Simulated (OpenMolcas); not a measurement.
# Os V: effect of the active space

```json
{
  "Program": "OpenMolcas",
  "Method": "CASSCF or its RAS form",
  "Basis": "ANO-RCC-VQZP",
  "Scalar Hamiltonian": "DKH2, point nucleus",
  "Spin-orbit coupling": "state interaction with AMFI integrals over the reference wave functions, term energies averaged over their components"
}
```

A. 4 electrons in 5 orbitals (5d); 2S+1 = 5 even, 5 roots; 2S+1 = 3 even, 45 roots; 2S+1 = 1 even, 50 roots; cost of the order of 28 core-seconds
B. 10 electrons in 8 orbitals (RAS1 5p, at most 2 holes; RAS2 5d); 2S+1 = 5 even, 5 roots; 2S+1 = 3 even, 45 roots; 2S+1 = 1 even, 50 roots; cost about 70 core-seconds
C. 4 electrons in 10 orbitals (5d 6d); 2S+1 = 5 even, 5 roots; 2S+1 = 3 even, 45 roots; 2S+1 = 1 even, 50 roots; cost about 70 core-seconds

Energies in cm-1 above 5d4 5D0, the measured ground level; measured values from the list in Palmeri et al., Atoms 14, 22 (2026).

| Level | A | B | C | Measured |
| --- | --- | --- | --- | --- |
| 5d4 5D0 [68 %] | 0.0 | 0.0 | 0.0 | 0.0 |
| 5d4 5D1 | 3573 | 4076 | 3636 | 4311 |
| 5d4 5D2 | 7115 | 7872 | 7193 | 8083 |
| 5d4 5D3 | 10177 | 11013 | 10275 | 11018 |
| 5d4 5D4 | 12622 | 13403 | 12743 | 12966 |
| 5d4 3P0(1) [55 %] | 20625 | 19944 | 20263 |  |
| 5d4 3H4 [56 %] | 22139 | 23312 | 21825 | 20374 |
| 5d4 3G3 [58 %] | 26792 | 27352 | 26446 | 23942 |
| 5d4 3H5 | 27241 | 28922 | 27040 | 25344 |
| 5d4 3P1(1) | 27990 | 27421 | 27713 | 24680 |
| 5d4 3F2(1) [74 %] | 28046 | 27917 | 27721 |  |
| 5d4 3H6 | 29577 | 31535 | 29421 | 27669 |
| 5d4 3F3(1) [53 %] | 36191 | 36737 | 35933 |  |
| 5d4 3D3 [59 %] | 38401 | 38701 | 38133 |  |
| 5d4 3G5 | 39604 | 41119 | 39530 | 37016 |
| 5d4 1I6 | 41892 | 44300 | 41737 | 39284 |
| 5d4 3D1 | 42855 | 42968 | 42530 | 38536 |
| 5d4 1S0(1) | 49251 | 48056 | 48972 |  |
| 5d4 1F3 [64 %] | 52958 | 53119 | 52593 | 46549 |
| 5d4 3P2(2) [74 %] | 57646 | 56404 | 57090 |  |
| 5d4 3F4(2) [67 %] | 59898 | 59188 | 59441 |  |
| 5d4 3F2(2) [62 %] | 62423 | 62061 | 61759 |  |
| 5d4 3F3(2) | 63189 | 62750 | 62539 | 55872 |
| 5d4 3P1(2) | 64368 | 63332 | 63734 | 55988 |

Deviations, from unrounded energies. A percentage is the sum of absolute deviations over the sum of measured energies, with the sign that they share, or ± where signs differ.

```csv
Against measurement,Levels,A,B,C
mean absolute deviation (cm-1),15,3100,3500,2800
fine structure of the ground term (%),4,-7.9,±2.4,-7.0
other terms of the ground configuration (%),11,+11.0,+12.9,+10.1
```

C lies closest to measurement on these levels and B furthest from it. The largest miss of C in the table is 5d4 3P1(2), by +7700 cm-1. The ranking rests on the paired levels alone, and a cruder setting can come out closer through cancelling errors.

Among A to C the level of the table that moves most is 5d4 1I6, by 2600 cm-1 (lowest in C, highest in B).

Without dynamic correlation excited terms often stand tens of per cent too high (terms of higher spin than the ground term too low), and those without a measured partner can miss by more than the paired ones. Active for correlation alone: 5p; no level in the range computed is led by a configuration that opens it, so any true level of that kind is missing (holds for B). Active for correlation alone: 6d; no level in the range computed is led by a configuration that fills it, so any true level of that kind is missing (holds for C). Computed and measured levels are paired by configuration, term and J; levels that our copy of the source lacks, or whose pairing is in doubt (as where it misses far off the trend of its configuration), stay unpaired and out of the deviations. Only configurations of the active space appear. Levels that lie high or do not pair safely by name in every column are left out.

A share in square brackets marks a mixed level and gives the weight of the term that names it, the lowest over the columns. A number in round brackets counts repeated terms of one configuration in the order of the reference energies.
